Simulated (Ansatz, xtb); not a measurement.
# F2GaGeH3: where a starting geometry ends

The starting geometry of this gas-phase singlet has its atoms placed at random.

```
atom    x (Å)    y (Å)   z (Å)
   F  -2.1108  -0.1099  0.5253
   F  -1.5361  -1.4068  0.5282
  Ga   0.4125  -0.6767  0.0526
  Ge  -1.0446   1.7388  1.1177
   H  -0.3895  -2.0071  0.0872
   H   1.0716  -0.8710  1.6561
   H   1.0914   0.6397  0.6924
```

Guess where an optimisation with r2SCAN-D4/def2-SVP ends from this start.

It loosens into FGaGeH2 + FH, which stay close as a complex. Distances that change by over a tenth: F2–Ga3 (2.13 → 2.37 Å), Ga3–H7 (1.61 → 1.89 Å). Contacts that open: Ga3–H5 (1.55 → 2.77 Å). Contacts that close: F1–Ge4 (2.21 → 1.78 Å), F2–H5 (1.37 → 0.93 Å), Ge4–H6 (3.40 → 1.73 Å), Ge4–H7 (2.44 → 1.73 Å).

The energy falls by 10.40 eV over 19 steps:

| step | E − E(last) (eV) |
| --- | --- |
| 1 | 10.401 |
| 3 | 4.238 |
| 5 | 2.172 |
| 7 | 1.485 |
| 9 | 1.092 |
| 11 | 0.605 |
| 13 | 0.104 |
| 15 | 0.016 |
| 17 | 0.000 |
| 19 | 0.000 |

Final geometry (Å):

```xyz
7

F    -1.9465    0.5605    1.1056
F    -1.0760   -1.7919    0.0532
Ga    1.0944   -0.9016    0.4203
Ge   -0.3975    1.3672    1.4420
H    -0.9309   -2.6292   -0.3274
H     0.3881   -0.0834    1.9657
H     0.3629    0.7853    0.0003
```

From the same start GFN2-xTB ends elsewhere, differing in F2–Ga3 (1.98 against 2.37 Å here), F2–Ge4 (2.10 against 3.52 Å here), F2–H5 (2.83 against 0.93 Å here), Ga3–Ge4 (2.99 against 2.90 Å here), Ga3–H5 (1.54 against 2.77 Å here), Ge4–H6 (3.69 against 1.73 Å here).

From so rough a start the end depends on the optimiser's path, so another program may land elsewhere. The end wasn't checked by frequencies. Run with Ansatz 0.2.0, 99 s on 1 thread of Intel(R) Xeon(R) Processor @ 2.70GHz (shared host).
